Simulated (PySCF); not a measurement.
Atom-mapped SMILES (the numbers label the heavy atoms): `[NH:1]=[C:2]1[CH2:3][CH2:4][CH2:5][CH2:6][CH2:7]1`. Hydrogens are named by the atom that carries them.

Level of theory: couplings computed with B3LYP/pcJ-1 (spin–dipole term only in couplings to heteroatoms), σ from GIAO-PBE0/pcSseg-1, geometry: PBE0-D3(BJ)/def2-SVP, in PySCF 2.14 (isolated molecule, no relativistic terms, a single conformation, rapidly exchanging positions averaged).

Chemical shifts δ = σref − σ; ¹H vs TMS, all at this level.

The spectrum was simulated from the full spin Hamiltonian at 700 MHz with 0.6 Hz Lorentzian lines, from shifts rounded to 0.01 ppm and J to 0.1 Hz, couplings under 1 Hz left out. Exchangeable protons (1H) are left uncoupled and out of the list.

Question: List the maxima of its ¹H spectrum with integrals.

Answer: 
Maxima in Hz from TMS (height), grouped by integral:
2H: 1554.2 (93), 1548.9 (28), 1547.1 (77), 1545.2 (27), 1539.9 (100)
2H: 1379.2 (83), 1374.3 (20), 1373.7 (27), 1372.2 (77), 1370.3 (25), 1369.8 (20), 1365.0 (97)
4H: 1119.8 (20), 1115.9 (6), 1114.6 (17), 1113.2 (21), 1112.9 (21), 1112.2 (19), 1110.6 (18), 1109.2 (14), 1106.8 (37), 1105.8 (31), 1105.2 (24), 1103.0 (13), 1101.9 (21), 1101.0 (11), 1099.8 (37), 1098.9 (18), 1097.9 (19), 1096.7 (7), 1096.2 (6), 1092.7 (24), 1078.0 (14), 1077.7 (14), 1072.8 (16), 1071.4 (20), 1070.2 (16), 1068.8 (18), 1067.2 (14), 1064.9 (39), 1064.1 (30), 1063.1 (19), 1060.9 (15), 1060.0 (20), 1058.0 (39), 1057.2 (17), 1056.2 (18), 1054.5 (7), 1051.0 (25)
2H: 1020.3 (19), 1019.7 (20), 1016.4 (16), 1014.8 (13), 1013.5 (38), 1011.5 (26), 1009.4 (11), 1007.4 (57), 1003.7 (19), 1002.4 (9), 1001.2 (21), 1000.2 (20), 998.8 (13), 995.1 (10), 994.1 (9)

Question: Summarise it as multiplets with assignments.

Answer: ¹H NMR (700 MHz, computed): δ 9.22 (br s, 1H, H(N1)), 2.21 (m, 2H, H(C3)), 1.96 (m, 2H, H(C7)), 1.58 (m, 2H, H(C4)), 1.52 (m, 2H, H(C6)), 1.44 (m, 2H, H(C5)). These are first-order names; overlap and second-order distortion can hide them in the list.

OH and NH positions are those of a molecule without intermolecular hydrogen bonds; in solution they move with solvent, concentration and temperature, and exchange usually removes their couplings. Splittings below 1 Hz are ignored in the labels, and close J values are merged. Couplings among chemically equivalent protons are left out too, so labels in AA′BB′ or AA′XX′ sets are apparent multiplicities. Unscaled 3J(H,H) at this level run about 10 % above measured values.
